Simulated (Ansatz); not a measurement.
A search over several starts for the lowest SCF solution of the cluster AsS₃⁺ at the given spin, in a small basis.

```yaml
crystal:
  periodic: [false, false, false]
  atoms:
    - {symbol: As, position_ang: [-0.996444, -0.131461, -0.441688]}
    - {symbol: S, position_ang: [0.668795, 1.511097, 0.630755]}
    - {symbol: S, position_ang: [-1.147331, -1.820218, 0.679507]}
    - {symbol: S, position_ang: [1.474980, 0.440582, -0.868574]}
basis:
  gaussian: {orbitals: def2-SVP}
total_charge: 1
hamiltonian: {xc: pbe0, dispersion: d4}
output: {orbitals: {seedname: orbitals}}
```

```sh
$ ansatz run in.yaml --threads 4 --pin off --events-out ev --progress --plain --max-ram 3916MiB
```

Shortened log:

```
Functional definition: PBE0
790 factors; integrals over basis functions are off by at most 7.8e-4 eV
mean field evaluation 1: about -93299.2420 eV, gradient 2.7e1 eV
mean field evaluation 2: about -93255.3479 eV, gradient 9.1e1 eV
mean field evaluation 4: about -93301.7190 eV, gradient 6.5e0 eV
mean field evaluation 8: about -93301.8560 eV, gradient 6.0e-1 eV
mean field evaluation 16: about -93301.8747 eV, gradient 3.4e-3 eV
mean field evaluation 32: about -93301.6438 eV, gradient 7.0e0 eV
mean field -93301.87470607 eV, -3428.7806531661 hartree, gradient 5.9e-5 eV, S^2 0.000000; 4 other end points of the search recorded, 0 dependent functions left out
reference -93301.87472280 eV, -3428.7806537808 hartree; 40, 40 occupied and 46, 46 virtual orbitals, 790 factors
Total energy: -93302.04108754 eV, -3428.7867675720 hartree
```

Hardware: 4 threads of Arm Neoverse V1 on a shared host. Wall time 1.5 s.

A triplet lies near this restricted singlet, and broken spin symmetry wasn't tried. At PBE0-D4/def2-TZVP a triplet of charge 1 lies 0.54 eV below the restricted singlet at the same geometry. The structure comes from a short search, and lower isomers may exist.
